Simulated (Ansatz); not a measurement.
```yaml
crystal:
  periodic: [false, false, false]
  atoms:
    - {symbol: B, position_ang: [0.456521, -1.919793, -1.118547]}
    - {symbol: C, position_ang: [-0.280916, -1.082237, 0.213859]}
    - {symbol: S, position_ang: [0.998112, -0.206333, 1.514939]}
    - {symbol: C, position_ang: [-1.399517, 0.081812, -0.478578]}
    - {symbol: N, position_ang: [-1.335457, 1.461512, -0.341285]}
    - {symbol: Ga, position_ang: [0.140651, 2.444622, 0.841826]}
    - {symbol: H, position_ang: [1.762460, -1.803855, -1.388830]}
    - {symbol: H, position_ang: [-0.331383, -2.638902, -1.926144]}
    - {symbol: H, position_ang: [-0.975657, -1.863527, 0.858624]}
    - {symbol: H, position_ang: [2.216871, -0.200664, 0.634798]}
    - {symbol: H, position_ang: [-2.285075, -0.485459, -1.119219]}
    - {symbol: H, position_ang: [-0.469693, 3.097231, 2.350157]}
    - {symbol: H, position_ang: [1.503104, 3.115614, -0.041590]}
basis:
  gaussian: {orbitals: def2-mTZVP}
hamiltonian: {xc: {name: wB97M-V}}
output: {forces: true}
```

```sh
$ ansatz run in.yaml --threads 2 --pin off --events-out ev --progress --plain --max-ram 22528MiB --backend cpu
```

Shortened log:

```
Functional definition: wB97M-V
1457 factors; integrals over basis functions are off by at most 1.0e-3 eV
407 factors; integrals over basis functions are off by at most 8.5e-6 eV
mean field evaluation 1: about -67553.1674 eV, gradient 5.0e1 eV
mean field evaluation 2: about -67547.7941 eV, gradient 7.1e1 eV
mean field evaluation 4: about -67558.6377 eV, gradient 5.4e0 eV
mean field evaluation 8: about -67558.8087 eV, gradient 3.9e-1 eV
mean field evaluation 16: about -67558.8099 eV, gradient 1.4e-3 eV
mean field -67558.80987731 eV, -2482.7404699851 hartree, gradient 1.7e-5 eV, S^2 0.000000; 0 other end points of the search recorded, 0 dependent functions left out
reference -67558.80994271 eV, -2482.7404723883 hartree; 39, 39 occupied and 116, 116 virtual orbitals, 1457 factors
Total energy: -67558.80994271 eV, -2482.7404723883 hartree
Atom 0 at     0.456521    -1.919793    -1.118547 Å, force    -0.203385     0.460975     0.298620 eV/Å
Atom 1 at    -0.280916    -1.082237     0.213859 Å, force    -0.916258    -0.618977    -0.667283 eV/Å
Atom 2 at     0.998112    -0.206333     1.514939 Å, force     0.359760    -0.558991    -3.263579 eV/Å
Atom 3 at    -1.399517     0.081812    -0.478578 Å, force     0.524538     4.374771     0.702904 eV/Å
Atom 4 at    -1.335457     1.461512    -0.341285 Å, force     0.754052    -6.625640     0.155638 eV/Å
Atom 5 at     0.140651     2.444622     0.841826 Å, force    -0.527589    -0.262901    -0.408274 eV/Å
Atom 6 at     1.762460    -1.803855    -1.388830 Å, force    -2.567725    -0.209772     0.595359 eV/Å
Atom 7 at    -0.331383    -2.638902    -1.926144 Å, force     1.505858     1.433801     1.652659 eV/Å
Atom 8 at    -0.975657    -1.863527     0.858624 Å, force     1.881054     2.078655    -1.490207 eV/Å
Atom 9 at     2.216871    -0.200664     0.634798 Å, force    -2.302990    -0.047932     1.482758 eV/Å
Atom 10 at    -2.285075    -0.485459    -1.119219 Å, force     2.325372     1.593797     1.670114 eV/Å
Atom 11 at    -0.469693     3.097231     2.350157 Å, force     0.689426    -0.800693    -1.711009 eV/Å
Atom 12 at     1.503104     3.115614    -0.041590 Å, force    -1.522113    -0.817093     0.982301 eV/Å
Dipole moment:     0.308875    -0.692512     0.003074 e Å
```

Hardware: 2 threads of an AMD EPYC 7R13 on a shared host. Wall time 19 s, peak host memory 0.7 GiB.
